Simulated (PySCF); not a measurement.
Cartesian coordinates (Å):
SMILES: [Br]
```xyz
1

Br     0.0000     0.0000     0.0000
```
Charge 0, spin multiplicity 2.

Problem. Give the total energy, dipole moment and highest occupied spin orbital at the level PySCF 2.14.0 with TPSSh-D3(BJ)/def2-TZVP.

Solution. 
| Item | Result |
|---|---|
| total energy | -2574.0232 Ha |
| dipole moment | 0.00 D |
| highest occupied spin orbital | -8.08 eV |
